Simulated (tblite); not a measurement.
Run record: tight-binding relaxation, `CC#C[SiH2][C@@]([SiH3])(Br)CF`.

Computed with GFN2-xTB geometry optimisation, gas phase (tblite 0.8.0). Start geometry: from a force field or distance geometry. A driver script takes a list of jobs; this job's settings line and coordinates (Å) are shown.

Command:
```bash
OMP_NUM_THREADS=1 python probes_run.py task.json out
```

Input:
```
{"job": {"kind": "relax", "xc": "GFN2-xTB", "basis": "xTB"}, "charge": 0, "multiplicity": 1}
C      3.864400    -1.421400    -0.486700
C      2.408700    -1.179600    -0.580100
C      1.238800    -0.998100    -0.637800
Si    -0.623900    -0.684100    -0.750400
C     -1.219600     0.456100     0.601300
Si    -3.053200     0.594000     0.313700
Br    -0.963800    -0.459800     2.337600
C     -0.473200     1.791400     0.688100
F     -0.618100     2.474900    -0.479200
H      4.060600    -2.431500    -0.121300
H      4.322100    -0.711000     0.200900
H      4.323100    -1.305800    -1.464800
H     -1.315600    -2.007500    -0.652600
H     -0.921400    -0.146900    -2.093400
H     -3.737800    -0.712900     0.407800
H     -3.377200     1.189800    -0.993000
H     -3.651900     1.478400     1.353400
H     -0.867100     2.419700     1.487300
H      0.595300     1.663600     0.861900
```

Output:
```
step      E/eV     max force
  0    -761.97599    3.303
  1    -761.90662    6.780
  2    -762.16990    0.901
  3    -762.19306    0.523
  4    -762.21098    0.601
  5    -762.22239    0.255
  6    -762.22969    0.219
  7    -762.23699    0.249
  8    -762.24251    0.262
  9    -762.24694    0.154
... (54 lines left out)
 64    -762.30209    0.030
 65    -762.30220    0.027
 66    -762.30225    0.026
 67    -762.30230    0.020
 68    -762.30235    0.015
 69    -762.30240    0.016
 70    -762.30244    0.015
 71    -762.30248    0.013
 72    -762.30250    0.010
 73    -762.30251    0.008
```

«max force» is the largest atomic force in eV/Å.

**Question.** From which step on does the largest force stay under 0.1 eV/Å, and how much energy is left to gain from there?

**Answer.** From step 50 (0.074 eV/Å), 5.3 meV above the end.

Main results: energy lowered by 7.5 kcal/mol over 73 steps; largest atomic force 0.008 eV/Å at the end.

**Question.** Where do the atoms end?

**Answer.** 0.282 Å rms from the input after alignment:
```
atom  x, y, z in Å
C1     3.7673   -1.2719   -0.2961
C2     2.3506   -1.1332   -0.5317
C3     1.1679   -1.0256   -0.7439
Si4   -0.6421   -0.8113   -0.9911
C5    -1.2253    0.3393    0.4365
Si6   -3.1008    0.7129    0.4897
Br7   -0.8334   -0.6139    2.1292
C8    -0.4003    1.6047    0.5005
F9    -0.6385    2.3568   -0.6272
H10    3.9797   -2.2631    0.1035
H11    4.1022   -0.5228    0.4214
H12    4.3132   -1.1396   -1.2302
H13   -1.3498   -2.0817   -0.8272
H14   -0.9344   -0.1423   -2.2578
H15   -3.7782   -0.5796    0.5535
H16   -3.4511    1.4562   -0.7165
H17   -3.3489    1.4916    1.7028
H18   -0.6644    2.2356    1.3582
H19    0.6767    1.3972    0.5189
```

On Arm Neoverse V1, one thread, no GPU, shared host, this took 0.8 s.
Labels such as C1 count atoms from 1, the log's own numbers from 0.
